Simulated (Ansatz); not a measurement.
Two isomers of CH6F2GeSi: A = `[CH3][GeH]([F])[SiH2]F`, B = `[CH3][Ge]([F])([F])[SiH3]`.

Calculated with Ansatz (gas phase, PBE0-D4/def2-TZVP geometries, no zero-point term in ΔE). CBS: MP2 limit from def2 TZ/QZ plus the TZ coupled-cluster correction, frozen cores. Functionals use def2-TZVPP. For Ge outer-core shells are correlated without core-valence functions, which leaves a few kJ/mol of doubt a bond. Scalar relativity is left out up to krypton. One conformer a species, not always the lowest.

(1) Which isomer does CCSD(T)/CBS put lower? Give the gap. (Best estimate.)

(2) Give E(B) − E(A) in kJ/mol with PBE-D4, r2SCAN-D4, B2PLYP, HF/def2-TZVPP, MP2/def2-TZVPP, CCSD(T)/def2-TZVPP, CCSD/def2-TZVPP. (Best estimate.)

Largest T1 diagnostic: 0.012.

Results:

(1) The calculation gave: A, by 36.4 kJ/mol.

(2) Computed: PBE-D4 28.2, r2SCAN-D4 30.9, B2PLYP 33.9, HF/def2-TZVPP 37.6, MP2/def2-TZVPP 34.4, CCSD(T)/def2-TZVPP 32.4, CCSD/def2-TZVPP 34.3. None reverses the order clearly.

From PBE to PBE0 (25 % exact exchange), in def2-TZVPP and without D4, E(B) − E(A) moves by +3.5 kJ/mol. In def2-TZVPP, CCSD(T) changes the Hartree–Fock value by −5.2 kJ/mol (the triples alone add −1.9 kJ/mol) and MP2 by −3.3 kJ/mol.
